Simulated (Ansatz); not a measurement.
Start from `[OH][In]([OH])[O][SiH3]` and change one element to get `[OH][Al]([OH])[O][SiH3]`.

Ansatz, PBE0-D4/def2-TZVP geometries, multiplicity 1. Each molecule was computed in one conformer, which needn't be the lowest.

Elements past krypton have def2 core potentials.

| property | `[OH][In]([OH])[O][SiH3]` |
| --- | --- |
| LUMO energy (PBE/def2-TZVPP) / eV | -3.10 |
| HOMO energy (PBE/def2-TZVPP) / eV | -7.05 |
| LUMO energy (B3LYP/def2-TZVPP) / eV | -2.52 |
| HOMO–LUMO gap (B3LYP/def2-TZVPP) / eV | 5.80 |
| HOMO–LUMO gap (PBE/def2-TZVPP) / eV | 3.96 |
| HOMO–LUMO gap (PBE0/def2-TZVPP) / eV | 6.37 |

**Question.** Give the same properties after the change, and the shifts. (Estimate.)

**Answer.** Ansatz gave: 
| property | `[OH][Al]([OH])[O][SiH3]` | shift |
| --- | --- | --- |
| LUMO energy (PBE/def2-TZVPP) / eV | -1.53 | 1.57 |
| HOMO energy (PBE/def2-TZVPP) / eV | -7.28 | -0.23 |
| LUMO energy (B3LYP/def2-TZVPP) / eV | -0.98 | 1.54 |
| HOMO–LUMO gap (B3LYP/def2-TZVPP) / eV | 7.55 | 1.75 |
| HOMO–LUMO gap (PBE/def2-TZVPP) / eV | 5.75 | 1.79 |
| HOMO–LUMO gap (PBE0/def2-TZVPP) / eV | 8.07 | 1.70 |

With PBE0 the HOMO falls by 0.20 eV and the LUMO rises by 1.51 eV, so the gap widens by about 1.71 eV. PBE moves the HOMO by -0.23 eV and ωB97M-V by -0.18 eV.

B3LYP here is the variant with VWN-RPA as its local correlation; programs differ in this.
